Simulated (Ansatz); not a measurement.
CH4Se (`C[SeH]`), relaxed with RKS PBE0-D4/def2-TZVP in Ansatz from a GFN2-xTB geometry. The force threshold is 0.005 eV/Å; the program also tests the step.

The species carries charge 0 and has multiplicity 1.

Start:

```xyz
6

C     0.252   -0.356   -0.339
Se    0.010    1.356    0.578
H     0.388   -1.146    0.395
H     1.146   -0.258   -0.949
H    -0.609   -0.555   -0.971
H    -1.187    0.960    1.287
```

(1) How much energy does the relaxation release, and in how many steps? (An estimate is asked.)

(2) Which bonds change most? (An estimate is asked.)

(3) Give the relaxed structure. (Best estimate.)

## Answers

(1) The calculation gave: 0.73 kJ/mol, in 4 steps.

(2) Computed: Se2–H6 from 1.446 to 1.468 Å; C1–Se2 from 1.957 to 1.949 Å; C1–H4 from 1.087 to 1.089 Å; C1–H5 from 1.086 to 1.087 Å.

(3) Ansatz gave: 
```xyz
6

C     0.247   -0.354   -0.334
Se    0.020    1.356    0.572
H     0.393   -1.154    0.388
H     1.143   -0.253   -0.945
H    -0.605   -0.562   -0.977
H    -1.197    0.967    1.296
```
